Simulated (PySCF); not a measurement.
GaH₂Cl, SMILES [Cl][GaH2].

Geometry: B3LYP-D3(BJ)/def2-TZVP.

The numbers are results of HF/def2-TZVPD (PySCF), not measurements.

The molecule is in vacuum.

```yaml
total_energy: -2383.97238 hartree
point_group: C2v
highest_occupied_level: -11.62 eV
lowest_empty_level: 0.80 eV
orbital_gap: 12.42 eV
dipole_moment: 2.29 D
quadrupole, principal values (traceless, Buckingham form, about the centre of nuclear charge): -3.14, -2.49, 5.63 D·Å
mean_static_polarisability: 41.0 bohr³ (6.07 Å³)
polarisability_principal_values: 33.5, 41.0, 48.5 bohr³
```
